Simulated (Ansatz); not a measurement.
Au9⁺. The state is a singlet with charge 1. Geometry PBE0-D4/def2-SVP.

```csv
atom,x (Å),y (Å),z (Å)
Au1,-1.714,1.069,-0.227
Au2,2.630,0.548,1.671
Au3,-0.006,-0.126,1.782
Au4,1.717,-1.028,-0.364
Au5,-0.723,3.022,-1.714
Au6,0.735,-2.750,-2.118
Au7,-1.012,-1.713,-0.421
Au8,-2.641,-0.776,1.560
Au9,1.014,1.754,-0.170
```

In the def2 sets Au takes a core potential; there is no spin–orbit coupling. HSE06 is defined as in plane-wave codes, on full-range PBE exchange. The structure comes from a short search, and lower isomers may exist.

Estimate the orbital energies around the gap (eV) in Ansatz with HF/def2-TZVP, PBE-D4/def2-SVP, PBE0-D4/def2-SVP, PBE0-D4/def2-TZVP, HSE06-D4/def2-TZVP.


```csv
orbital,HF/def2-TZVP,PBE-D4/def2-SVP,PBE0-D4/def2-SVP,PBE0-D4/def2-TZVP,HSE06-D4/def2-TZVP
HOMO−13,-15.26,-10.62,-11.99,-11.92,-11.53
HOMO−12,-15.19,-10.59,-11.91,-11.87,-11.47
HOMO−11,-15.08,-10.56,-11.87,-11.83,-11.44
HOMO−10,-15.07,-10.54,-11.87,-11.82,-11.43
HOMO−9,-15.05,-10.52,-11.84,-11.77,-11.37
HOMO−8,-14.78,-10.52,-11.83,-11.76,-11.37
HOMO−7,-14.56,-10.38,-11.60,-11.55,-11.16
HOMO−6,-14.56,-10.33,-11.53,-11.48,-11.10
HOMO−5,-14.52,-10.26,-11.52,-11.47,-11.08
HOMO−4,-14.48,-10.14,-11.42,-11.35,-10.96
HOMO−3,-13.97,-9.94,-11.09,-11.03,-10.64
HOMO−2,-11.93,-9.94,-10.88,-10.83,-10.46
HOMO−1,-11.69,-9.93,-10.79,-10.74,-10.37
HOMO,-11.04,-9.93,-10.58,-10.56,-10.21
LUMO,-3.64,-7.60,-6.78,-6.79,-7.14
LUMO+1,-3.56,-7.46,-6.63,-6.66,-7.00
LUMO+2,-3.24,-7.33,-6.45,-6.47,-6.82
LUMO+3,-3.22,-7.27,-6.41,-6.44,-6.80
LUMO+4,-3.22,-7.17,-6.31,-6.34,-6.69
LUMO+5,-1.76,-4.90,-4.18,-4.22,-4.56
```
